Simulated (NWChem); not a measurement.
System: Ca

NWChem input:

```
start job
memory heap 200 mb stack 900 mb global 1100 mb
geometry units angstroms noautoz
  Ca     0.000000     0.000000     0.000000
end
basis spherical
  * library def2-tzvp
end
dft
  xc r2scan
  iterations 150
  mulliken
end
task dft energy
```

Excerpt of the output:

```
             Northwest Computational Chemistry Package (NWChem) 7.3.0
             --------------------------------------------------------

                             Geometry "geometry" -> ""
                             -------------------------

 Output coordinates in angstroms (scale by  1.889725989 to convert to a.u.)

  No.       Tag          Charge          X              Y              Z
 ---- ---------------- ---------- -------------- -------------- --------------
    1 Ca                  20.0000     0.00000000     0.00000000     0.00000000

 Effective nuclear repulsion energy (a.u.)       0.0000000000

                                 NWChem DFT Module
                                 -----------------

 Summary of "ao basis" -> "ao basis" (spherical)
 ------------------------------------------------------------------------------
       Tag                 Description            Shells   Functions and Types
 ---------------- ------------------------------  ------  ---------------------
 Ca                        def2-tzvp                14       36   6s5p3d

            General Information
            -------------------
          SCF calculation type: DFT
          Wavefunction type:  closed shell.
          No. of atoms     :     1
          No. of electrons :    20
           Alpha electrons :    10
            Beta electrons :    10
          Charge           :     0
          Spin multiplicity:     1
          Use of symmetry is: off; symmetry adaption is: off
          Maximum number of iterations: 150
          AO basis - number of functions:    36
                     number of shells:    14
          Convergence on energy requested:  1.00D-06
          Convergence on density requested:  1.00D-05
          Convergence on gradient requested:  5.00D-04

              XC Information
              --------------
                      r^2SCAN Method XC Functional
               r^2SCAN metaGGA Exchange Functional  1.000
                     r^2SCAN Correlation Potential  1.000

             Grid Information
             ----------------
          Grid used for XC integration:  medium
          Radial quadrature: Mura-Knowles
          Angular quadrature: Lebedev.
          Tag              B.-S. Rad. Rad. Pts. Rad. Cut. Ang. Pts.
          ---              ---------- --------- --------- ---------
          Ca                  1.80      112          10.0       590
          Grid pruning is: on
          Number of quadrature shells:   112
          Spatial weights used:  Erf1

      Superposition of Atomic Density Guess
      -------------------------------------

 Sum of atomic energies:        -676.74580109

      Non-variational initial energy
      ------------------------------

 Total energy =    -676.745801
 1-e energy   =    -926.428036
 2-e energy   =     249.682235
 HOMO         =      -0.195516
 LUMO         =       0.024047

     ---------------------------------------------
      Total Density - Mulliken Population Analysis
     ---------------------------------------------

    Atom       Charge   Shell Charges
 -----------   ------   -------------------------------------------------------
    1 Ca  20    20.00   2.00  2.00  1.19  0.76  1.08  0.96  5.99  4.69  1.31  0.01  0.00  0.00  0.00  0.00

   convergence    iter        energy       DeltaE   RMS-Dens  Diis-err
 ---------------- ----- ----------------- --------- --------- ---------
 d= 0,ls=0.0,diis     1   -677.5032931419 -6.78D+02  8.32D-03  9.04D-02
 d= 0,ls=0.0,diis     2   -677.5055220704 -2.23D-03  7.88D-04  3.38D-04
 d= 0,ls=0.0,diis     3   -677.5055547576 -3.27D-05  3.18D-04  8.32D-05
 d= 0,ls=0.0,diis     4   -677.5055627220 -7.96D-06  3.61D-05  5.05D-08
 d= 0,ls=0.0,diis     5   -677.5055627342 -1.21D-08  2.59D-06  5.92D-10

         Total DFT energy =     -677.505562734168
      One electron energy =     -926.668084652186
           Coulomb energy =      285.129922592849
    Exchange-Corr. energy =      -35.967400674831
 Nuclear repulsion energy =        0.000000000000

 Numeric. integr. density =       20.000000001287

                       DFT Final Molecular Orbital Analysis
                       ------------------------------------

 Vector    8  Occ=2.000000D+00  E=-1.064961D+00
              MO Center= -1.6D-16,  1.8D-16, -5.1D-17, r^2= 5.3D-01
   Bfn.  Coefficient  Atom+Function         Bfn.  Coefficient  Atom+Function
  ----- ------------  ---------------      ----- ------------  ---------------
    11      0.818779  1 Ca py                 8     -0.328786  1 Ca py
    14      0.250047  1 Ca py                12     -0.242324  1 Ca pz
     9      0.097307  1 Ca pz                15     -0.074003  1 Ca pz
    10     -0.028087  1 Ca px

 Vector    9  Occ=2.000000D+00  E=-1.064961D+00
              MO Center= -1.7D-16,  3.0D-16,  5.7D-16, r^2= 5.3D-01
   Bfn.  Coefficient  Atom+Function         Bfn.  Coefficient  Atom+Function
  ----- ------------  ---------------      ----- ------------  ---------------
    10      0.750203  1 Ca px                12     -0.398265  1 Ca pz
     7     -0.301249  1 Ca px                13      0.229104  1 Ca px
     9      0.159926  1 Ca pz                15     -0.121626  1 Ca pz
    11     -0.092135  1 Ca py                 8      0.036997  1 Ca py
    14     -0.028137  1 Ca py

 Vector   10  Occ=2.000000D+00  E=-1.404139D-01
              MO Center=  5.3D-15,  1.6D-14, -1.5D-14, r^2= 5.4D+00
   Bfn.  Coefficient  Atom+Function         Bfn.  Coefficient  Atom+Function
  ----- ------------  ---------------      ----- ------------  ---------------
     5      0.724238  1 Ca s                  6      0.450303  1 Ca s
     4     -0.328249  1 Ca s                  3     -0.224252  1 Ca s
     2      0.097870  1 Ca s                  1     -0.027495  1 Ca s

 Vector   11  Occ=0.000000D+00  E=-5.135144D-02
              MO Center=  5.1D-13,  2.3D-13,  4.1D-14, r^2= 2.4D+00
   Bfn.  Coefficient  Atom+Function         Bfn.  Coefficient  Atom+Function
  ----- ------------  ---------------      ----- ------------  ---------------
    31      0.456473  1 Ca d  2              36      0.417474  1 Ca d  2
    26      0.382343  1 Ca d  2              29      0.158447  1 Ca d  0
    34      0.144910  1 Ca d  0              24      0.132715  1 Ca d  0
    27     -0.122896  1 Ca d -2              32     -0.112396  1 Ca d -2
    22     -0.102937  1 Ca d -2

 Vector   12  Occ=0.000000D+00  E=-5.135144D-02
              MO Center= -4.0D-14,  2.4D-14, -1.3D-13, r^2= 2.4D+00
   Bfn.  Coefficient  Atom+Function         Bfn.  Coefficient  Atom+Function
  ----- ------------  ---------------      ----- ------------  ---------------
    29      0.393913  1 Ca d  0              34      0.360259  1 Ca d  0
    24      0.329942  1 Ca d  0              30      0.175056  1 Ca d  1
    28      0.169652  1 Ca d -1              27      0.166092  1 Ca d -2
    35      0.160100  1 Ca d  1              33      0.155157  1 Ca d -1
    32      0.151902  1 Ca d -2              25      0.146627  1 Ca d  1

 Vector   13  Occ=0.000000D+00  E=-5.135144D-02
              MO Center=  6.7D-14,  1.9D-13, -2.6D-13, r^2= 2.4D+00
   Bfn.  Coefficient  Atom+Function         Bfn.  Coefficient  Atom+Function
  ----- ------------  ---------------      ----- ------------  ---------------
    29      0.260983  1 Ca d  0              30     -0.261083  1 Ca d  1
    34      0.238686  1 Ca d  0              35     -0.238777  1 Ca d  1
    24      0.218600  1 Ca d  0              25     -0.218683  1 Ca d  1
    28     -0.215544  1 Ca d -1              27     -0.202420  1 Ca d -2
    33     -0.197129  1 Ca d -1              32     -0.185126  1 Ca d -2

     ---------------------------------------------
      Total Density - Mulliken Population Analysis
     ---------------------------------------------

    Atom       Charge   Shell Charges
 -----------   ------   -------------------------------------------------------
    1 Ca  20    20.00   2.00  2.00  1.19  0.76  1.23  0.82  5.98  4.73  1.25  0.03 -0.00  0.00  0.00  0.00

     -------------------------------------------
      Total Density - Lowdin Population Analysis
     -------------------------------------------

    Atom       Charge   Shell Charges
 -----------   ------   -------------------------------------------------------
    1 Ca  20    20.00   2.00  2.00  1.14  0.85  1.02  0.99  5.94  4.21  1.72  0.12  0.01  0.00  0.00  0.00
```

Level: r2SCAN/def2-TZVP.
